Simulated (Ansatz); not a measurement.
Consider the ligand exchange at a Ge–Br bond: `[BH2][GeH2][Br]` + `O[SiH2]F` → `[BH2][GeH2][O][SiH2]F` + HBr.

Program: Ansatz. Geometries: PBE0-D4/def2-TZVP. ΔE: electronic, gas phase. CCSD(T)/CBS adds triple-zeta CCSD(T) − MP2 to the extrapolated MP2 energy (def2 sets, frozen cores). DFT in def2-TZVPP. For Br, Ge outer-core shells are correlated without core-valence functions, which leaves a few kJ/mol of doubt a bond. Scalar relativity is left out up to krypton. One conformer a species, not always the lowest.

`[BH2][GeH2][Br]`:

Cartesian coordinates in Å:
```
B 0.402 0.743 0.984
Ge -0.382 -0.461 -0.484
Br 1.081 -0.666 -2.276
H -0.249 0.946 1.964
H 1.481 1.236 0.877
H -0.644 -1.896 0.008
H -1.689 0.098 -1.073
```

`O[SiH2]F`:

Z-matrix (Å, degrees):
```
Si
F 1 1.596
O 1 1.630 2 111.0
H 1 1.482 2 106.0 3 121.4
H 1 1.474 2 108.2 3 -116.3
H 3 0.958 1 119.1 2 71.8
```

`[BH2][GeH2][O][SiH2]F`:

Z-matrix (Å, degrees):
```
Ge
O 1 1.788
B 1 2.050 2 109.1
H 1 1.544 2 106.7 3 -122.4
H 1 1.544 2 106.6 3 122.2
Si 2 1.611 1 139.8 3 177.5
H 3 1.192 1 121.3 2 -0.4
H 3 1.194 1 119.1 2 179.5
F 6 1.594 2 108.0 1 -175.9
H 6 1.483 2 111.4 1 66.8
H 6 1.484 2 111.5 1 -58.5
```

HBr:

Z-matrix (Å, degrees):
```
Br
H 1 1.420
```

Task: Is it downhill or uphill in electronic energy at CCSD(T)/CBS, and by how much? (Estimate.)

Result: Ansatz gave: Uphill: ΔE = +0.49 eV.

Task: What do these levels give: r2SCAN-D4, PBE, r2SCAN, CCSD/def2-TZVPP, HF/CBS(def2), MP2/CBS(def2)? (Estimate.)

Result: The calculation gave: r2SCAN-D4 0.53, PBE 0.59, r2SCAN 0.54, CCSD/def2-TZVPP 0.45, HF/CBS(def2) 0.46, MP2/CBS(def2) 0.54 eV.

Largest T1 diagnostic among the species: 0.012.
